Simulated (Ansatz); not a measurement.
System: sum formula Si2NH7F (charge +1, singlet). It need not be the lowest isomer of its formula. SMILES: [SiH2]([NH2+][SiH3])F
Structure (B3LYP-D3(BJ)/def2-TZVP (Ansatz, a program for electronic structure) minimum search):
```xyz
11

Si     1.1302    -0.8277    -0.1309
F      1.5153     0.3979     0.7900
N     -0.4475    -0.2185    -0.9099
Si    -1.6074     0.7474     0.2395
H      0.7231    -1.9989     0.6456
H      2.0853    -1.0181    -1.2226
H     -0.2296     0.3707    -1.7183
H     -2.8847     0.7366    -0.4842
H     -0.9636     2.0592     0.3479
H     -1.5928    -0.0603     1.4653
H     -0.9618    -1.0166    -1.2938
```
Charge +1, spin multiplicity 1.

Parts of the frozen-core correlation energy in STO-3G (Ansatz, hartree). Frozen orbitals: 12; correlated occupied orbitals by spin: 13 and 13; virtual: 10 and 10. No spin-orbit coupling. No relativistic terms.

```tsv
term	value
reference (HF)	-726.99339
MP2 opposite-spin	-0.13678
MP2 same-spin	-0.01710
CCSD correlation	-0.20196
(T)	-0.00400
T1 diagnostic	0.009
largest doubles amplitude	0.041
```
